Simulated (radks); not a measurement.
Question: The table gives one normalised radial function P(r) = r R(r) of Kr27+ in [He] 2s2 2p5 (r in bohr). Method: non-relativistic Kohn-Sham, PBE, spin-polarised, spherical densities, point nucleus; open shells are filled with parallel spins first; computed with a radial shooting solver on a logarithmic mesh with Libxc functionals.

r,P
0.003006,0.0114
0.004173,0.0215
0.005793,0.0403
0.008042,0.0746
0.01116,0.1359
0.0155,0.2425
0.02151,0.4203
0.0301,0.7081
0.04179,1.1144
0.05801,1.6269
0.08053,2.1454
0.1118,2.4641
0.1552,2.3451
0.2154,1.7281
0.2991,0.8978
0.4151,0.2884
0.5763,0.0474
0.8064,0.0028
1.119,0.0000

Which n and l does it have? It may be an empty orbital.

Answer: n = 2, l = 1: the number of nodes gives n - l - 1 = 0, the rise at small r (about r^(l+1)) gives l, and the extent must fit the shell. The curve is that of 2p up; the table hardly tells the two spins apart. 2p up: eigenvalue -3006.2 eV, 0 radial nodes, <r> = 0.156 bohr, 90 % of the charge inside 0.252 bohr.
